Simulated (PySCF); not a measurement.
CH4Si, charge +1, multiplicity 2. Atoms are numbered in the order given.

```xyz
6

C      0.0000     0.0000    -1.2091
Si     0.0000     0.0000     0.5861
H      0.0000     0.9212    -1.7838
H      0.0000    -0.9212    -1.7838
H      0.0000    -1.2751     1.3084
H      0.0000     1.2751     1.3084
```
Charge +1, spin multiplicity 2.

Coordinates come from a B3LYP-D3(BJ)/def2-TZVP optimisation. The spin state was assumed, not searched.

These are PySCF with TDA-CAM-B3LYP/def2-TZVPD values and carry that method's errors.

Vertical excitations. The molecule is in vacuum.

Computed lowest excited states:
```json
[
 {"state": "root 1", "energy (eV)": "3.89", "λ (nm)": "319", "f": "0.000", "main pairs": "β HOMO−1→LUMO 96 %"},
 {"state": "root 2", "energy (eV)": "4.29", "λ (nm)": "289", "f": "0.000", "main pairs": "β HOMO→LUMO 93 %"},
 {"state": "root 3", "energy (eV)": "4.84", "λ (nm)": "256", "f": "0.119", "main pairs": "α HOMO→LUMO 96 %"},
 {"state": "root 4", "energy (eV)": "5.48", "λ (nm)": "226", "f": "0.000", "main pairs": "α HOMO−1→LUMO 6 %, β HOMO−2→LUMO 79 %"},
 {"state": "root 5", "energy (eV)": "6.41", "λ (nm)": "194", "f": "0.000", "main pairs": "α HOMO−1→LUMO 90 %, β HOMO−2→LUMO 6 %"},
 {"state": "root 6", "energy (eV)": "6.54", "λ (nm)": "190", "f": "0.000", "main pairs": "α HOMO−2→LUMO 86 %, β HOMO−1→LUMO+1 7 %"},
 {"state": "root 7", "energy (eV)": "7.17", "λ (nm)": "173", "f": "0.023", "main pairs": "α HOMO→LUMO+1 75 %, β HOMO−1→LUMO+1 10 %, β HOMO−3→LUMO 9 %"},
 {"state": "root 8", "energy (eV)": "7.55", "λ (nm)": "164", "f": "0.026", "main pairs": "α HOMO−2→LUMO 12 %, α HOMO→LUMO+1 11 %, β HOMO−1→LUMO+1 66 %"},
 {"state": "root 9", "energy (eV)": "8.14", "λ (nm)": "152", "f": "0.002", "main pairs": "α HOMO→LUMO+2 94 %"},
 {"state": "root 10", "energy (eV)": "8.15", "λ (nm)": "152", "f": "0.000", "main pairs": "β HOMO→LUMO+1 90 %"}
]
```
Unrestricted roots are not spin-pure.
